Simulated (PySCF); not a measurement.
Nonlinear optical response: SMILES C(C(NC=C)=O)C(N)=O, C₅H₈N₂O₂

Geometry:
```json
{"atom": "C1", "x (Å)": "-3.081", "y (Å)": "-0.187", "z (Å)": "-0.999"}
{"atom": "C2", "x (Å)": "-2.109", "y (Å)": "0.640", "z (Å)": "-0.649"}
{"atom": "N3", "x (Å)": "-0.979", "y (Å)": "0.236", "z (Å)": "0.045"}
{"atom": "C4", "x (Å)": "0.058", "y (Å)": "1.057", "z (Å)": "0.334"}
{"atom": "O5", "x (Å)": "0.120", "y (Å)": "2.228", "z (Å)": "0.034"}
{"atom": "C6", "x (Å)": "1.171", "y (Å)": "0.351", "z (Å)": "1.118"}
{"atom": "C7", "x (Å)": "1.617", "y (Å)": "-0.892", "z (Å)": "0.375"}
{"atom": "N8", "x (Å)": "2.875", "y (Å)": "-0.858", "z (Å)": "-0.103"}
{"atom": "O9", "x (Å)": "0.883", "y (Å)": "-1.847", "z (Å)": "0.211"}
{"atom": "H10", "x (Å)": "-3.038", "y (Å)": "-1.238", "z (Å)": "-0.772"}
{"atom": "H11", "x (Å)": "-3.947", "y (Å)": "0.165", "z (Å)": "-1.528"}
{"atom": "H12", "x (Å)": "-2.124", "y (Å)": "1.699", "z (Å)": "-0.865"}
{"atom": "H13", "x (Å)": "-0.863", "y (Å)": "-0.757", "z (Å)": "0.229"}
{"atom": "H14", "x (Å)": "0.757", "y (Å)": "0.047", "z (Å)": "2.081"}
{"atom": "H15", "x (Å)": "1.986", "y (Å)": "1.054", "z (Å)": "1.277"}
{"atom": "H16", "x (Å)": "3.209", "y (Å)": "-1.642", "z (Å)": "-0.640"}
{"atom": "H17", "x (Å)": "3.459", "y (Å)": "-0.045", "z (Å)": "-0.024"}
```

Method: PySCF 2.14.0, quadratic response CAM-B3LYP/def2-SVPD first hyperpolarisability, Taylor convention, gas phase. Geometry: GFN2-xTB.

Problem. Give β for the processes computed.

Solution. In au, Taylor convention; the vector part is βᵢ = ⅓ Σⱼ (βᵢⱼⱼ + βⱼᵢⱼ + βⱼⱼᵢ); β∥ is 3/5 of the vector part along the dipole, the dipole points from − to +:
| process | λ (nm) | β vector norm | β∥ | β HRS | depolarisation ratio |
| --- | --- | --- | --- | --- | --- |
| static β(0;0,0) | ∞ | 29.2 | -14.5 | 56.5 | 1.57 |
| second harmonic β(−2ω;ω,ω) | 1064 | 48.1 | -23.9 | 65.4 | 1.64 |
| Pockels β(−ω;ω,0) | 1064 | 34.6 | -17.2 | – | – |

Problem. Which lowest excitations, dipole and polarisabilities go with it?

Solution. S1 5.52 eV (f = 0.003); S2 5.82 eV (f = 0.114); S3 5.87 eV (f = 0.278); dipole 3.29 D; isotropic α 85.7 au static, 86.7 au at 1064 nm, 89.9 au at 532 nm.
